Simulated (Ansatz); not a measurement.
CuN2H5⁺, that is Cu(NH3)(NH2) with one electron fewer. Total charge 1; doublet. Geometry r2SCAN-D4/def2-TZVP, that of the neutral singlet.

```tsv
atom	x (Å)	y (Å)	z (Å)
Cu1	-0.166	0.267	0.097
N2	0.896	-1.320	-0.167
H3	0.844	-1.654	-1.127
H4	0.586	-2.078	0.437
H5	1.877	-1.146	0.043
N6	-1.120	1.753	0.507
H7	-2.103	1.631	0.266
H8	-0.814	2.547	-0.055
```

**Question.** Estimate the α-spin orbital energies around the gap (eV) in Ansatz with PBE-D4/def2-TZVP, r2SCAN-D4/def2-TZVP, PBE0-D4/def2-TZVP.

**Answer.** 
| orbital | PBE-D4/def2-TZVP | r2SCAN-D4/def2-TZVP | PBE0-D4/def2-TZVP |
| --- | --- | --- | --- |
| HOMO−5 | -13.74 | -14.17 | -15.50 |
| HOMO−4 | -12.44 | -12.51 | -14.41 |
| HOMO−3 | -12.44 | -12.49 | -14.40 |
| HOMO−2 | -12.35 | -12.40 | -14.28 |
| HOMO−1 | -12.20 | -12.39 | -14.06 |
| HOMO | -11.78 | -11.77 | -13.19 |
| LUMO | -6.07 | -5.58 | -5.10 |
| LUMO+1 | -4.35 | -3.52 | -3.43 |
| LUMO+2 | -3.87 | -3.44 | -2.68 |
| LUMO+3 | -3.66 | -3.19 | -2.48 |
| LUMO+4 | -2.86 | -1.94 | -1.79 |
| LUMO+5 | -2.83 | -1.84 | -1.76 |
| β HOMO | -11.65 | -11.64 | -12.96 |
| β LUMO | -10.70 | -10.21 | -9.31 |
